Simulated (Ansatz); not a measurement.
# A family of molecules: the atomisation energy (no zero-point term)

One atom is swapped for its congeners: C3H6Cl2 (2,2-dichloropropane) `CC(C)(Cl)Cl`; Si(CH3)2Cl2 (dichlorodimethylsilane); Sn(CH3)2Cl2 (dimethyltin dichloride). The Ge member is missing. All are singlets with charge 0.

Shapes, held fixed at every level: PBE0-D4/def2-TZVP. Programs: Ansatz 0.2.0. Values in eV.

Q: How should the atomisation energy change along the series?

A: At CCSD(T)/def2-TZVPP the atomisation energy isn't monotonic: it is largest for Si and smallest for Sn (41.09 and 38.16 eV). 6 of 7 levels show this order throughout; 6 agree on the largest and the smallest. For atoms past krypton def2 sets carry core potentials with scalar relativity. Correlated rows may include outer-core shells of Sn, which these sets cover unevenly. Spin-orbit coupling, which grows down the group, is left out (summed over each molecule's free atoms 0.08, 0.10, 0.39 eV).

```tsv
level	C3H6Cl2	Si(CH3)2Cl2	Sn(CH3)2Cl2
HF/def2-SVP	31.34	32.23	29.14
PBE-D4/def2-TZVPP	42.94	42.56	39.44
B3LYP-D4/def2-TZVPP	41.79	41.92	38.75
r2SCAN0-D4/def2-TZVPP	41.66	41.98	38.70
wB97X-V/def2-TZVPP	42.03	42.27	39.16
B2PLYP/def2-TZVPP	41.41	41.53	38.39
CCSD(T)/def2-TZVPP	40.95	41.09	38.16
```
